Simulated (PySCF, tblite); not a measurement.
Isomers of C3H7F2Si2 (doublet state), one GFN2-xTB conformer each. Single-point energies are computed at B3LYP/pcH-1 (PySCF, gas phase, no added dispersion term), electronic only. GFN2-xTB treats the open shell by occupation alone, and not every SCF solution was tested for stability.

Task: Rank them by B3LYP/pcH-1 energy, lowest first (kcal/mol).
A. `[CH2:1]=[CH:2][Si:3]([SiH3:4])[CH:5]([F:6])[F:7]` (doublet state) with C1–C2–Si3–Si4 28°, C2–Si3–C5–F6 69°
B. `[CH2:1]=[C:2]([SiH2:3][SiH2:4])[CH:5]([F:6])[F:7]` (doublet state) with C1–C2–Si3–Si4 98°, C2–Si3–Si4–H -172° and -38°, C1–C2–C5–F6 -139°
C. `[H]/[C:1]=[C:2](\[SiH2:3][SiH3:4])[CH:5]([F:6])[F:7]` (doublet state) with C1–C2–Si3–Si4 -134°, C1–C2–C5–F6 -139°

Result: B (0.0), A (0.8), C (20.6).

Neighbours under 5.0 kcal/mol apart (C=C([SiH2][SiH2])C(F)F and C=C[Si]([SiH3])C(F)F) can change places with a better method, another conformer or zero-point energy. GFN2-xTB itself gives, in the same order: 0.0, 8.5, 23.1. Both levels put the same isomer lowest; measured from each level's own lowest isomer, the values differ by up to 7.7 kcal/mol (C=C[Si]([SiH3])C(F)F: 8.5 against 0.8).

Task: What happens when harmonic zero-point energies from GFN2-xTB frequencies are added?

Result: 
```
                       SMILES  ZPE (kcal/mol)  electronic (kcal/mol)  with ZPE (kcal/mol)
       C=C([SiH2][SiH2])C(F)F            52.8                    0.0                  0.0
         C=C[Si]([SiH3])C(F)F            53.8                    0.8                  1.8
[H]/[C]=C(\[SiH2][SiH3])C(F)F            50.3                   20.6                 18.1
```

The zero-point energies span 3.5 kcal/mol. The order is unchanged.

Task: As an exercise, what shares would exp(−E/RT) give at 298.15 K from these electronic energies alone (no entropy, no degeneracies)?

Result: RT = 0.592 kcal/mol: C=C([SiH2][SiH2])C(F)F 79.1 %, C=C[Si]([SiH3])C(F)F 20.9 %, [H]/[C]=C(\[SiH2][SiH3])C(F)F under 0.1 %.
